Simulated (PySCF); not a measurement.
## Polarisability and C₆ of Ar⁺ (argon, charge +1)

[Ne] 3s2 3p5, 2P determinant. Calculation: PySCF 2.14, in dyall-acv3z; no relativity, point nucleus. Coupled (time-dependent) response in atomic units; α is the mean over directions.

| method | mean α (bohr³) | α xx, yy, zz | C₆ (like pair) | S(−4) |
| --- | --- | --- | --- | --- |
| UHF | 6.779 | 6.655, 6.840, 6.840 | 30.46 | 9.494 |
| PBE | 7.045 | 6.839, 7.149, 7.149 | 31.94 | 10.66 |
| PBE0 | 6.922 | 6.745, 7.010, 7.010 | 31.23 | 10.12 |

S(−4) is the Cauchy moment in α(ω) = α(0) + S(−4) ω² + …

α(iu) at PBE0:

```tsv
u (hartree)	α(iu) (bohr³)
0	6.922
0.0500	6.896
0.100	6.822
0.200	6.542
0.300	6.128
0.500	5.120
0.750	3.911
1.00	2.966
1.50	1.792
2.00	1.177
3.00	0.6185
5.00	0.2680
```

A single London oscillator, α(iu) = α/(1 + u²/ω²), gives C₆ = (3/4) ω α². Matching the computed C₆ needs ω = 4 × 31.23 / (3 × 6.922²) = 0.869 hartree.

For an ion, C₆ is the dispersion term alone; charge-induced terms of lower order in 1/R come first.

The components differ because the open shell of this determinant is not spherical; for a pure term their mean is the scalar polarisability.
